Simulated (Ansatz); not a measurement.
Ideal-gas functions of C2H4BrClSi (`ClC1(Br)C[SiH2]1`) at 298.15 K and 1 bar, from an Ansatz frequency run at PBE0-D4/def2-TZVP.

Molar mass 171.5 g/mol, point group C1 (symmetry number 1), electronic degeneracy 1, moments of inertia 206.239, 333.404, 472.747 u Å². Harmonic wavenumbers (cm⁻¹, unscaled): 110, 201, 270, 302, 407, 453, 546, 639, 669, 701, 804, 824, 910, 1010, 1064, 1089, 1403, 2271, 2300, 3138, 3223.

Use S(trans) = R[1.5 ln M + 2.5 ln T − 1.1517]; rotational temperatures θ = 24.2544 K / I; S(rot) = R[ln(√π/σ · √(T³/θAθBθC)) + 1.5]; for each mode x = 1.438777 ν̃/T, S = R[x/(eˣ − 1) − ln(1 − e⁻ˣ)] and H = RT x/(eˣ − 1); 1 cm⁻¹ = 0.0119627 kJ/mol; R = 8.31446 J/(mol·K).

Q: By hand: the entropy, in J/(mol·K).

A: Translation 173.0. Rotation: θ = 0.1176, 0.0727, 0.0513 K, giving 120.4. Vibration, mode by mode: 13.68, 8.89, 6.68, 5.88, 3.92, 3.29, 2.31, 1.62, 1.44, 1.28, 0.85, 0.79, 0.56, 0.38, 0.30, 0.27, 0.07, 0.00, 0.00, 0.00, 0.00, in all 52.2. Electronic 0.0. Sum 345.6 J/(mol·K).

Q: By hand: H − E and G − E in kJ/mol, counted from the electronic energy.

A: Zero-point energy ½ × 22334 × 0.0119627 = 133.6; thermal vibration 9.4; translation, rotation and pV give 4 RT = 9.9. H − E = 152.9 kJ/mol, and G − E = 152.9 − 298.15 × 345.6/1000 = 49.9 kJ/mol.

Vibration gives 15 % of the entropy, 13.7 J/(mol·K) of it from the mode under 150 cm⁻¹: soft modes count most, and the harmonic formula is weakest for them. The sum counts one conformer and one mirror image; others add a mixing term.
